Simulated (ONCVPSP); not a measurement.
## Before and after: ONCV potential for gallium

ONCVPSP 4.0.1 input, shortened (lines: element, Z, core and valence counts, functional; n l f; lmax; l rc ep ncon nbas qcut; lloc lpopt rc5 dvloc0; l nproj debl; icmod fcfact rcfact), PBEsol, scalar-relativistic:

```
  Ga 31.00    6    1  -116133      upf
    1    0    2.00
    2    0    2.00
    2    1    6.00
    3    0    2.00
    3    1    6.00
    3    2   10.00
    4    0    2.00
    2
    0    2.05    0.00    3    7    3.20
    1    1.60    0.31    3    7    4.90
    2    1.85    0.23    4    7    5.90
    4    5    1.15   -1.00
    0    2    2.50
    1    2    3.90
    2    2    1.50
    3    3.50    1.00
```

In the p channel the program set the typed energies aside and used 0.050, 3.950 Ha.

All-electron outer shells of the reference configuration (PBEsol, scalar-relativistic, ld1.x):

```
shell  level (eV)  outermost node (bohr)  outermost maximum (bohr)
   3d      -27.46                      –                      0.53
   4s      -16.36                   0.81                      1.85
```

Change: core correction Teter function, fcfact 3.5, rcfact 1.38.

Cutoffs: the cutoffs (Ha) at which the residual kinetic energy of the hardest occupied pseudo-wave falls to 1 and 0.1 mHa per electron; they do not see the model core or the augmentation charge, which bear on the density cutoff. Errors are all-electron minus pseudo energies relative to the spin-unpolarised reference configuration.

**Question.** How do hardness, ghosts and transferability respond?

**Answer.** The potential gets neither clearly harder nor softer (6.1 Ha and 31 Ha → 6.1 Ha and 31 Ha); both files keep a bound ghost (d); of the 4 tests that both files solve, the error grows in 1 and shrinks in 2 by more than 15 % and 0.3 meV (median size 16.7 → 14.7 meV). A model core, the more so a compact one, raises the density cutoff, which this test does not measure.

| quantity | base | changed |
| --- | --- | --- |
| cutoff, loose | 6.1 Ha | 6.1 Ha |
| cutoff, tight | 31 Ha | 31 Ha |
| bound ghosts | d | d |
| GHOST(+) flags under 300 eV | s at 30.4 eV, p at 161.9 eV | s at 30.4 eV, p at 161.9 eV |
| error for 4s2 4p1, meV [ΔE -5.68 eV] | +18 | -1.4 |
| error for 4s1, meV [ΔE 21.14 eV] | -16 | -121 |
| error for 4s2 4p0.5, meV [ΔE -3.65 eV] | +7.8 | 0.0 |
| error for 4s0 4p3, meV [ΔE 7.71 eV] | +28 | -28 |
| s: phases at 2.08 bohr within 0.05 rad from the reference energy up to (Ha; the scan ends near 5) | 1.1 | 1.1 |
| p: phases at 1.63 bohr within 0.05 rad from the reference energy up to (Ha; the scan ends near 5) | to the end of the scan | to the end of the scan |
| d: phases at 1.88 bohr within 0.05 rad from the reference energy up to (Ha; the scan ends near 5) | 4.5 | 4.5 |
| rms error of d²Exc/dni dnj with the model core, mHa | 10.19 | 1.34 |

Base: The cutoffs count occupied waves only; projector 2 of the d channel, the hardest unoccupied one, needs 67 Ha at the loose tolerance. Changed file: The cutoffs count occupied waves only; projector 2 of the d channel, the hardest unoccupied one, needs 67 Ha at the loose tolerance. A true bound ghost makes a file unfit for plane-wave use even where its test errors are small: the radial tests pick states by their node count and pass the ghost by.
